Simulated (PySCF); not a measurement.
C5H8S, SMILES S(C)[C@@H](C)C#C. Atoms are numbered in the order given.

```xyz
14

C     -1.3558     2.2012     0.0408
C     -1.0667     1.0412    -0.2213
C     -0.7065    -0.3496    -0.4753
C     -1.3200    -1.3219     0.5428
S      1.1362    -0.5402    -0.6367
C      1.6872     0.1006     0.9722
H     -1.6178     3.2282     0.2517
H     -1.0480    -0.6255    -1.4974
H     -2.4261    -1.2412     0.5382
H     -1.0309    -2.3611     0.2942
H     -0.9711    -1.0929     1.5688
H      1.3044     1.1283     1.1362
H      2.7928     0.1330     0.9261
H      1.3875    -0.5543     1.8146
```

Geometry optimised at PBE-D3(BJ)/def2-SVP. The structure was generated by enumeration; whether it is a known compound was not checked. One conformer was computed; it need not be the lowest.

All values below come from PBE-D3(BJ)/def2-SVP (PySCF).

Frequencies are harmonic and unscaled.

```csv
mode,ν (cm⁻¹),IR (km/mol),moving atoms (share of kinetic energy)
1,76,1.6,"C 60 %, H 30 %, S 10 %"
2,144,0.0,"C 47 %, H 47 %"
3,165,1.7,"H 66 %, C 24 %, S 10 %"
4,192,1.3,"C 64 %, H 31 %"
5,229,0.9,"H 75 %, C 21 %"
6,274,2.5,"H 44 %, C 43 %, S 12 %"
7,326,3.0,"C 58 %, H 23 %, S 19 %"
8,465,2.7,"C 62 %, S 32 %"
9,528,6.0,"C 77 %, H 20 %"
10,625,4.1,"C 62 %, H 32 %"
11,638,39.5,"H 74 %, C 25 %"
12,646,32.4,"H 73 %, C 26 %"
13,713,0.5,"C 56 %, S 32 %, H 12 %"
14,854,1.6,"C 62 %, H 37 %"
15,921,4.9,"H 80 %, C 17 %"
16,934,4.5,"H 83 %, C 15 %"
17,986,21.3,"H 61 %, C 37 %"
18,1048,2.2,"C 58 %, H 42 %"
19,1071,6.2,"H 51 %, C 49 %"
20,1179,6.3,"H 78 %, C 21 %"
21,1256,7.3,"H 65 %, C 35 %"
22,1277,0.3,"H 86 %, C 14 %"
23,1333,3.3,"H 79 %, C 21 %"
24,1385,7.6,H 96 %
25,1404,2.6,H 96 %
26,1411,19.3,H 96 %
27,1420,2.6,H 96 %
28,2155,3.0,"C 91 %, H 9 %"
29,2967,20.4,H 98 %
30,2979,16.0,H 97 %
31,2980,1.7,H 92 %
32,3068,6.4,"H 90 %, C 10 %"
33,3070,11.5,"H 91 %, C 9 %"
34,3088,5.4,"H 90 %, C 10 %"
35,3089,3.8,"H 90 %, C 10 %"
36,3408,73.9,"H 86 %, C 14 %"
```
